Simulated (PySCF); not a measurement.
**Nd(44+): ionisation energy**

Nd(44+) [Ne] 3s2 3p4 (3P) → Nd(45+) [Ne] 3s2 3p3 (4S), as a difference of total energies. Calculation: PySCF 2.14, in an uncontracted even-tempered set (18 s from 8.4 bohr⁻², ratio 2.5; 12 p from 11 bohr⁻², ratio 2.5; 4 d from 48 bohr⁻², ratio 2.7; 4 f from 71 bohr⁻², ratio 2.7); the spin-free X2C one-electron Hamiltonian (Gaussian nucleus). Correlated levels: outer shells: 1s2 frozen; virtual orbitals above 40 to 60 times the deepest correlated orbital energy dropped. The calculations carry no spin-orbit coupling.

```json
{"method": "UHF", "ionisation energy (eV)": "3595.9"}
{"method": "MP2 (outer shells)", "ionisation energy (eV)": "3597.0"}
{"method": "SCS-MP2 (outer shells)", "ionisation energy (eV)": "3597.0"}
{"method": "CCSD (outer shells)", "ionisation energy (eV)": "3597.0"}
{"method": "CCSD(T) (outer shells)", "ionisation energy (eV)": "3597.0"}
```

Spin-orbit coupling is strong in these open shells (close to jj coupling). The scalar numbers leave it out and a first-order estimate fails, so it can dominate the gap to the real levels.

The ground level that NIST lists for one species does not belong to the high-spin term computed here, so part of any gap is the choice of state.

Breit and QED terms and the two-electron picture change are absent.

For comparison: 3567 ± 4 eV (theoretical estimate listed by NIST; NIST Atomic Spectra Database, ionization energies).
